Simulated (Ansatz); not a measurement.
A run on C2H4SZn (`[CH3][Zn][CH]=S`) with other settings.

```yaml
crystal:
  periodic: [false, false, false]
  atoms:
    - {symbol: C, position_ang: [-0.770071, 1.411490, 0.589230]}
    - {symbol: Zn, position_ang: [0.244910, -0.137416, -0.166344]}
    - {symbol: C, position_ang: [1.139291, -1.676940, -0.756986]}
    - {symbol: S, position_ang: [0.235841, -3.029476, -0.524878]}
    - {symbol: H, position_ang: [-1.283473, 1.964947, -0.271328]}
    - {symbol: H, position_ang: [-0.182871, 2.091576, 1.112338]}
    - {symbol: H, position_ang: [-1.648535, 1.084445, 1.231851]}
    - {symbol: H, position_ang: [2.176076, -1.758594, -1.149808]}
basis:
  gaussian: {orbitals: def2-TZVPP}
hamiltonian: {xc: {name: PBE0}, dispersion: d3bjatm}
```

```sh
$ ansatz run in.yaml --threads 4 --pin off --events-out ev --progress --plain --max-ram 10444MiB
```

Output, abridged:

```
Functional definition: PBE0
1495 factors; their error is unknown
mean field evaluation 1: about -61370.3650 eV, gradient 7.4e1 eV
mean field evaluation 2: about -61358.3512 eV, gradient 1.1e2 eV
mean field evaluation 4: about -61380.8684 eV, gradient 5.7e0 eV
mean field evaluation 8: about -61380.9384 eV, gradient 1.7e-1 eV
mean field evaluation 16: about -61381.0262 eV, gradient 1.1e-4 eV
mean field -61381.02621098 eV, -2255.7111076996 hartree, gradient 2.2e-5 eV, S^2 0.000000; 0 other end points of the search recorded, 0 dependent functions left out
reference -61381.02624326 eV, -2255.7111088857 hartree; 31, 31 occupied and 193, 193 virtual orbitals, 1495 factors
Total energy: -61381.16681332 eV, -2255.7162747402 hartree
```

Hardware: 4 threads of an Intel Xeon 6975P-C on a shared host. Wall time 1.3 s, peak host memory 0.47 GiB.
